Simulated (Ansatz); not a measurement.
Computed with Ansatz on PBE0-D4/def2-TZVP structures; ΔE is electronic, products minus reactants. CCSD(T)/CBS adds triple-zeta CCSD(T) − MP2 to the extrapolated MP2 energy (def2 sets, frozen cores). DFT in def2-TZVPP. B3LYP here is the variant with VWN-RPA as its local correlation; programs differ in this. For Ge outer-core shells are correlated without core-valence functions, which leaves a few kJ/mol of doubt a bond. Scalar relativity is left out up to krypton. Each species was taken in one conformer, which may not be the lowest.

Reaction (redistribution): `F[SiH](F)[SiH](Cl)Cl` + `[SiH3]C#C[O][GeH3]` → `F[SiH](F)C#C[SiH3]` + `Cl[SiH](Cl)[O][GeH3]`

```tsv
level	ΔE (kJ/mol)
B2PLYP	-257.7
B3LYP	-242.2
SCS-MP2/def2-QZVPP	-277.3
CCSD/CBS(def2)	-270.5
```

(1) What does CCSD(T)/CBS give? (Estimate.)

Largest T1 diagnostic among the species: 0.013.

Results:

(1) Computed: -267.6 kJ/mol. The listed levels differ from it by 9.9, 25.4, -9.7, -2.9 kJ/mol.

From PBE to PBE0 (25 % exact exchange), in def2-TZVPP and without D4, ΔE moves by −14.7 kJ/mol.
